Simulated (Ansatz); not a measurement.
Stepwise reaction of `F[Si](F)([SiH3])[SiH3]` with hydrogen fluoride, as a gas-phase model of exchange steps in deposition or etching. ΔE in kJ/mol; ΔG adds harmonic PBE0-D4 terms to CCSD(T)/CBS, at 1 bar.

Computed with Ansatz on PBE0-D4/def2-TZVP structures; ΔE is electronic, products minus reactants. CBS: MP2 limit from def2 TZ/QZ plus the TZ coupled-cluster correction, frozen cores. This one scheme is used for every species. Functionals use def2-TZVPP. B3LYP here is the variant with VWN-RPA as its local correlation; programs differ in this.

| step | reaction | PBE-D4 | B3LYP-D4 | ωB97M-V | CCSD(T)/CBS | ΔG(500 K) |
| --- | --- | --- | --- | --- | --- | --- |
| 1 | `F[Si](F)([SiH3])[SiH3]` + H–F → `F[Si](F)(F)[SiH3]` + SiH₄ | -145.6 | -168.7 | -176.5 | -169.4 | -162.6 |

Give the row of step 2, `F[Si](F)(F)[SiH3]` + H–F → `F[Si](F)(F)F` + SiH₄. (Best estimate.)

The calculation gave: 
```tsv
step	reaction	PBE-D4	B3LYP-D4	ωB97M-V	CCSD(T)/CBS	ΔG(500 K)
2	`F[Si](F)(F)[SiH3]` + H–F → `F[Si](F)(F)F` + SiH₄	-126.8	-149.7	-157.3	-154.0	-143.8
```

By hand: ΔE of the 2 steps together at CCSD(T)/CBS.

(-169.4) + (-154.0) = -323.4 kJ/mol, or -161.7 kJ/mol a step.

In ΔE each step is higher than the one before. All are downhill at CCSD(T)/CBS. ΔG lies between -162.6 and -143.8 kJ/mol a step. PBE-D4 differs from CCSD(T)/CBS by 23.8 to 27.2 kJ/mol a step. Only this route is followed, and other bonds may react first. Isolated molecules leave out the surface, adducts and barriers. Largest T1 diagnostic: 0.013.
